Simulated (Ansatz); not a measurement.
`C[SiH](N)Cl` + CH₃SH → `CS[SiH](N)Cl` + CH₄  (ligand exchange at the Si–C bond)

Computed with Ansatz on PBE0-D4/def2-TZVP structures; ΔE is electronic, products minus reactants. CBS: MP2 limit from def2 TZ/QZ plus the TZ coupled-cluster correction, frozen cores. This one scheme is used for every species. Functionals use def2-TZVPP. One conformer a species, not always the lowest.

`C[SiH](N)Cl`:

Z-matrix (Å, degrees):
```
C
Si 1 1.853
H 1 1.092 2 110.6
H 1 1.092 2 110.4 3 120.5
H 1 1.093 2 110.6 3 -119.3
N 2 1.706 1 110.0 3 179.0
Cl 2 2.081 1 106.9 3 55.1
H 2 1.480 1 113.9 3 -60.4
H 6 1.008 2 119.7 1 169.1
H 6 1.008 2 120.0 1 -47.8
```

CH₃SH:

```xyz
6

C     0.294   -0.324    0.223
S    -0.241    1.324   -0.287
H    -0.447   -0.807    0.858
H     1.207   -0.181    0.802
H     0.524   -0.953   -0.636
H    -1.336    0.941   -0.961
```

`CS[SiH](N)Cl`:

Cartesian coordinates in Å:
```
C 0.074 -0.792 -1.695
S 1.327 0.309 -0.975
Si 0.278 1.009 0.714
N -0.259 -0.296 1.667
Cl -1.447 2.035 0.243
H 0.577 -1.386 -2.457
H -0.341 -1.452 -0.934
H -0.722 -0.210 -2.157
H 1.197 1.985 1.344
H -1.070 -0.208 2.256
H 0.388 -0.995 1.995
```

CH₄:

Z-matrix (Å, degrees):
```
C
H 1 1.090
H 1 1.090 2 109.5
H 1 1.090 2 109.5 3 -120.0
H 1 1.090 2 109.5 3 120.0
```

| level | ΔE (kJ/mol) |
| --- | --- |
| LDA (SPW92) | -61.9 |
| r2SCAN-D4 | -65.2 |
| ωB97M-V | -60.7 |
| r2SCAN0 | -62.4 |
| BHLYP | -55.7 |
| HF/def2-SVP | -53.4 |
| CCSD(T)/def2-TZVPP | -59.3 |
| MP2/def2-QZVPP | -67.4 |

Task: What does CCSD(T)/CBS give? (An estimate is asked.)

Result: Computed: -62.9 kJ/mol. The listed levels differ from it by 1.0, -2.3, 2.2, 0.5, 7.2, 9.5, 3.6, -4.5 kJ/mol.

Largest T1 diagnostic among the species: 0.010.

Leaving LDA and LC-ωPBE aside and taking each functional with its dispersion term where it has one, the values, not all of them listed here, spread over 8.3 kJ/mol, from revPBE-D4 to B2PLYP. At CCSD(T), def2-SVP lies +3.9 kJ/mol from the extrapolated value and def2-TZVPP +3.5 kJ/mol.
